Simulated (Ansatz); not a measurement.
Molecule: sum formula VO4H3 (charge 0, singlet). 
Coordinates optimised at B3LYP-D3(BJ)/def2-TZVP (Ansatz, a first-principles code):
```xyz
8

V      0.0182     0.0138    -0.0175
O      1.0097     0.7667    -0.9735
O      0.9396    -0.8682     1.2192
H      1.9026    -0.8449     1.2419
O     -0.9570    -1.1352    -0.9584
H     -0.8429    -1.2314    -1.9103
O     -1.0541     1.1899     0.7722
H     -0.9834     2.1343     0.5948
```
Charge 0, spin multiplicity 1.

Wanted: vertical ionisation energy (to the doublet state of charge +1; each state is the SCF solution reached for its spin; the molecule has degenerate orbitals, so one determinant may break the symmetry; the UHF <S^2> is 1.64 for the doublet (pure: 0.75); for the doublet T1 is 0.109; for the singlet T1 is 0.034), in eV. Valence correlation only, unless marked. Open shells are spin-unrestricted. Spin-orbit coupling is left out. The frozen core is the preceding noble-gas configuration, with the filled d and f shells of earlier blocks. Non-relativistic.  The program attaches cautions to a run behind HF/def2-SVPD: large difference. The program attaches cautions to a run behind CCSD/def2-SVPD: large difference. The program attaches cautions to a run behind CCSD(T)/def2-SVPD: large difference.

```
level                 program  vertical ionisation energy (eV)
--------------------  -------  -------------------------------
HF/def2-SVPD           Ansatz                             9.94
HF/def2-TZVPPD         Ansatz                             9.75
HF/def2-QZVPPD         Ansatz                             9.75
PBE/def2-TZVPD         Ansatz                            10.76
PBE0/def2-TZVPD        Ansatz                            11.20
BHLYP/def2-TZVPD       Ansatz                            11.46
CAM-B3LYP/def2-TZVPD   Ansatz                            11.51
wB97M-V/def2-TZVPD     Ansatz                            11.54
wB97X-V/def2-TZVPD     Ansatz                            11.55
B2PLYP/def2-TZVPD      Ansatz                            11.38
RI-MP2/def2-TZVPPD     Ansatz                            16.95
RI-MP2/def2-QZVPPD     Ansatz                            17.09
CCSD/def2-SVPD         Ansatz                            11.34
CCSD(T)/def2-SVPD      Ansatz                            11.51
```
